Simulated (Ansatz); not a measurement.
C3H4OSi, SMILES `C=C1[SiH2]C1=O`, relaxed with RKS PBE0-D4/def2-TZVP in Ansatz from a PBE-D4/def2-SVP geometry. The force threshold is 0.005 eV/Å; the program also tests the step.

The species carries charge 0 and has multiplicity 1.

Start:

```xyz
9

C     0.135    0.246    1.649
C    -0.054    0.230    0.308
Si   -0.617   -0.675   -1.245
C     0.802    0.622   -0.816
O     1.697    1.374   -1.117
H     0.946    0.843    2.104
H    -0.488   -0.359    2.329
H    -1.826   -0.101   -1.931
H    -0.594   -2.181   -1.281
```

Question: How much energy does the relaxation release, and in how many steps? (An estimate is asked.)

Answer: The calculation gave: 0.07 eV, in 28 steps, 6 of them rejected.

Question: Which bonds change most? (Best estimate.)

Answer: Computed: Si3–C4 from 1.970 to 1.902 Å; C2–Si3 from 1.884 to 1.859 Å; C1–C2 from 1.354 to 1.330 Å; Si3–H9 from 1.507 to 1.485 Å.

Question: Give the relaxed structure. (Best estimate.)

Answer: Computed: 
```xyz
9

C     0.127    0.264    1.651
C     0.039    0.074    0.338
Si   -0.640   -0.630   -1.243
C     0.797    0.547   -0.832
O     1.727    1.257   -1.077
H     0.895    0.908    2.073
H    -0.557   -0.211    2.349
H    -1.951   -0.135   -1.734
H    -0.437   -2.074   -1.524
```
